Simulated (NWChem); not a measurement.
System meant: C$_{3}$H$_{6}$OS; SMILES O=CCSC

Input file for NWChem:

```
start job
memory heap 200 mb stack 900 mb global 1100 mb
geometry units angstroms noautoz
  C     -1.322001    -1.184345     0.186467
  S      0.438554    -1.199366    -0.215841
  C      0.951904     0.354497     0.581167
  C      0.387911     1.467862    -0.255167
  O     -0.607581     2.081671     0.028738
  H     -1.484167    -1.332044     1.264408
  H     -1.773834    -2.022618    -0.361923
  H     -1.800859    -0.247103    -0.133539
  H      2.052309     0.352131     0.564044
  H      0.586919     0.410106     1.617948
  H      0.924150     1.637706    -1.224112
end
basis spherical
  * library def2-svp
end
dft
  xc pbe0
  iterations 4
  mulliken
end
task dft energy
```

End of the output:

```
    Atom       Charge   Shell Charges
 -----------   ------   -------------------------------------------------------
    1 C    6     6.18   1.96  0.60  0.34  1.87  1.34  0.07
    2 S   16    15.75   2.00  1.95  0.96  0.65  5.81  1.90  2.37  0.11
    3 C    6     6.19   1.96  0.62  0.33  1.90  1.28  0.08
    4 C    6     5.92   1.97  0.62  0.32  1.78  1.02  0.21
    5 O    8     8.14   1.97  0.93  0.65  2.68  1.88  0.03
    6 H    1     0.97   0.64  0.26  0.07
    7 H    1     0.96   0.63  0.26  0.07
    8 H    1     0.97   0.63  0.26  0.07
    9 H    1     0.96   0.63  0.25  0.07
   10 H    1     0.96   0.63  0.26  0.07
   11 H    1     1.00   0.65  0.29  0.07

 center of mass
 --------------
 x =   0.03331658 y =   0.02558296 z =  -0.03148258

 moments of inertia (a.u.)
 ------------------
         647.799911975590          -0.000000000000           0.000000000000
          -0.000000000000         259.358636666564          -0.000000000001
           0.000000000000          -0.000000000001         814.988398529156

     Multipole analysis of the density
     ---------------------------------

     L   x y z        total         alpha         beta         nuclear
     -   - - -        -----         -----         ----         -------
     0   0 0 0     -0.000000    -24.000000    -24.000000     48.000000

     1   1 0 0      0.350662      0.175331      0.175331      0.000000
     1   0 1 0     -0.409380     -0.204690     -0.204690     -0.000000
     1   0 0 1      0.199251      0.099625      0.099625      0.000000

     2   2 0 0    -26.291579    -78.789002    -78.789002    131.286425
     2   1 1 0      4.708319     -5.261440     -5.261440     15.231199
     2   1 0 1      0.208869      0.093062      0.093062      0.022744
     2   0 2 0    -31.645854   -174.307795   -174.307795    316.969735
     2   0 1 1     -0.283330      1.558105      1.558105     -3.399540
     2   0 0 2    -27.705290    -30.834494    -30.834494     33.963698

 ------------------------------------------------------------------------
 dft energy failed                                                                                  0
 ------------------------------------------------------------------------
 ------------------------------------------------------------------------
  current input line :
    24: task dft energy
 ------------------------------------------------------------------------
 ------------------------------------------------------------------------
 This type of error is most commonly associated with calculations not reaching convergence criteria
 ------------------------------------------------------------------------
 For more information see the NWChem manual at https://nwchemgit.github.io

0:dft energy failed:Received an Error in Communication
```

Find the fault in this run and fix the input.

The run did not converge; its last values are not results. Cause: the SCF was allowed too few iterations. This input runs:
```
start job
memory heap 200 mb stack 900 mb global 1100 mb
geometry units angstroms noautoz
  C     -1.322001    -1.184345     0.186467
  S      0.438554    -1.199366    -0.215841
  C      0.951904     0.354497     0.581167
  C      0.387911     1.467862    -0.255167
  O     -0.607581     2.081671     0.028738
  H     -1.484167    -1.332044     1.264408
  H     -1.773834    -2.022618    -0.361923
  H     -1.800859    -0.247103    -0.133539
  H      2.052309     0.352131     0.564044
  H      0.586919     0.410106     1.617948
  H      0.924150     1.637706    -1.224112
end
basis spherical
  C library def2-svp
  S library def2-svp
  O library def2-svp
  H library def2-svp
end
dft
  xc pbe0
  iterations 150
  mulliken
end
task dft energy
```
It converges to -590.69778 Ha (PBE0/def2-SVP).
